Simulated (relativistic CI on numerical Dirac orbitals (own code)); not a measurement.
# One change at a time: Er28+

Base calculation: Dirac-Coulomb-Breit CI, orbitals from a KLI potential per configuration, model QED (radiative potential, 1s self-energy scaled to tabulated hydrogen-like ionisation energies), unscaled Slater integrals.

CI space (outside the closed core [Ar] 3d10): 4s²4p⁶4d⁴, 4s²4p⁵4d⁵, 4s²4p⁶4d³4f, 4s4p⁶4d⁵, 4s4p⁶4d⁴4f, 4s²4p⁶4d³5s, 4s²4p⁶4d³5d, 4s²4p⁶4d³6s, 4p⁶4d⁶, 4p⁵4d⁷, 4s²4p⁶4d²5s², 4s²4p⁶4d4f5s², 4s4p⁶4d²4f5s², 4s²4p⁶4d5s²5d, 4p⁶4d⁵5s, 4p⁵4d⁶5s. Double excitations out of closed p, d and f shells are left out; levels of such configurations are missing from the list, as are those of other unlisted configurations, and high levels can miss mixing partners.

The lowest level and the first level of each name with at least 55 % of one term (blank where a level has no safe partner in the second run):

| Level | Base (cm⁻¹) | Shift (cm⁻¹) |
| --- | --- | --- |
| 4s²4p⁶4d⁴ ³P0 | 0 | 0 |
| 4s²4p⁶4d⁴ ⁵D1 | 63141 | -757 |
| 4s²4p⁶4d⁴ ⁵D2 | 94883 | -531 |
| 4s²4p⁶4d⁴ ⁵D0 | 154448 | +292 |
| 4s²4p⁶4d⁴ ³H5 | 183518 | -1377 |
| 4s²4p⁶4d⁴ ³H6 | 193638 | -1902 |
| 4s²4p⁶4d⁴ ³G4 | 204708 | +412 |
| 4s²4p⁶4d⁴ ³D1 | 275305 | +1421 |
| 4s²4p⁶4d⁴ ³G5 | 276942 | -628 |
| 4s²4p⁶4d⁴ ³P2 | 281988 | +1209 |
| 4s²4p⁶4d⁴ ¹I6 | 282112 | -1889 |
| 4s²4p⁶4d⁴ ¹G4 | 352197 | -107 |
| 4s²4p⁶4d⁴ ¹D2 | 358997 | +1459 |
| 4s²4p⁵4d⁵ ⁵P°1 | 1233187 |  |
| 4s²4p⁵4d⁵ ⁵H°7 | 1254332 | +8315 |

At this charge energies of transitions that change n are usually good to better than 1 %, and those within a shell (Δn = 0) to a few per cent. Terms inside the open d or f shell come out 10 to 20 % too wide with unscaled integrals.

(1) One thing was changed in a second run, which moved the levels as shown. Which?
A. Breit term removed
B. QED terms removed
C. configuration mixing switched off

Answers

(1) C. Configuration mixing switched off. Without mixing, levels that were pushed by configurations of the same parity and J return to their single-configuration places.

LS names give the leading component of a level, which can be under half, so a name can repeat, a term be missing and a line seem to break the LS rules.
